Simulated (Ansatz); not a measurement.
Consider the formal exchange of groups at a Ga–Al bond: `[NH2][AlH][GaH2]` + `C=C=N` → `N=C=[CH][GaH2]` + `[NH2][AlH2]`.

Calculated with Ansatz (gas phase, PBE0-D4/def2-TZVP geometries, no zero-point term in ΔE). CCSD(T)/CBS is the MP2 limit (def2-TZVPP, def2-QZVPP) plus CCSD(T) − MP2 in def2-TZVPP, frozen cores. This one scheme is used for every species. Functionals use def2-TZVPP. HSE06 is defined as in plane-wave codes. For Ga outer-core shells are correlated without core-valence functions, which leaves a few kJ/mol of doubt a bond. Scalar relativity is left out up to krypton. Each species was taken in one conformer, which may not be the lowest.

`[NH2][AlH][GaH2]`:

Z-matrix (Å, degrees):
```
N
Al 1 1.772
H 1 1.008 2 124.1
H 1 1.007 2 125.9 3 -179.9
Ga 2 2.519 1 119.8 3 -180.0
H 2 1.592 1 115.3 3 -0.0
H 5 1.582 2 123.1 1 90.9
H 5 1.582 2 123.1 1 -90.1
```

`C=C=N`:

```xyz
6

C     0.518    0.424    0.703
C    -0.296   -0.093   -0.178
N    -1.142   -0.526   -0.938
H     0.795   -0.139    1.584
H     0.928    1.412    0.550
H    -0.802   -1.078   -1.722
```

`N=C=[CH][GaH2]`:

```xyz
8

N    -1.412   -1.122    1.356
C    -0.398   -0.783    0.784
C     0.686   -0.294    0.235
Ga    0.534    1.217   -0.959
H    -1.994   -1.844    0.946
H     1.636   -0.759    0.473
H     1.842    1.793   -1.595
H    -0.894    1.792   -1.241
```

`[NH2][AlH2]`:

Cartesian coordinates in Å:
```
N 0.836 -0.260 0.337
Al -0.738 0.230 -0.297
H 1.475 0.347 0.824
H 1.223 -1.187 0.263
H -1.185 1.734 -0.087
H -1.611 -0.864 -1.039
```

```json
{"level": "r2SCAN0-D4", "ΔE (eV)": "-0.22"}
{"level": "ωB97M-V", "ΔE (eV)": "-0.22"}
{"level": "HSE06", "ΔE (eV)": "-0.13"}
{"level": "MP2/def2-TZVPP", "ΔE (eV)": "-0.37"}
```

(1) What does CCSD(T)/CBS give? (An estimate is asked.)

Largest T1 diagnostic among the species: 0.015.

## Answers

(1) The calculation gave: -0.22 eV. The listed levels differ from it by 0.00, 0.00, 0.09, -0.15 eV.

Leaving LDA and LC-ωPBE aside and taking each functional with its dispersion term where it has one, the values, not all of them listed here, spread over 0.18 eV, from B97M-V to PBE-D4. LDA lies −0.08 eV from PBE without D4.
